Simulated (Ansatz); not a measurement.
Species: CH7B2N, SMILES `BBNC` (charge 0, multiplicity 1), formula CH₇B₂N.

Problem. How many basis functions does frozen-core CCSD(T)/cc-pVTZ // B3LYP-D3(BJ)/def2-TZVP in Ansatz (a first-principles code) use, how many core orbitals are frozen, and how many electrons are correlated?

Solution. 218 basis functions and 4 frozen orbitals, which leaves 22 correlated electrons. Core time is of the order of minutes.
